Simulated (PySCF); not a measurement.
C₅H₁₀, SMILES C=CCCC.

Geometry optimised at B3LYP-D3(BJ)/def2-SVP. One conformer was computed; it need not be the lowest.

Calculation: SMD-ωB97X/def2-SVP (PySCF).

Solvation free energies are E(SMD) − E(gas) at the gas-phase geometry, for 1 M in both phases. In vacuum the dipole moment is 0.38 D.

| solvent | ΔG(solv) (kcal/mol) | its non-electrostatic (CDS) part | dipole (D) |
|---|---|---|---|
| water | 1.7 | 3.7 | 0.54 |
| dichloromethane | -3.7 | -2.0 | 0.51 |
| cyclohexanone | -2.3 | -0.5 | 0.53 |
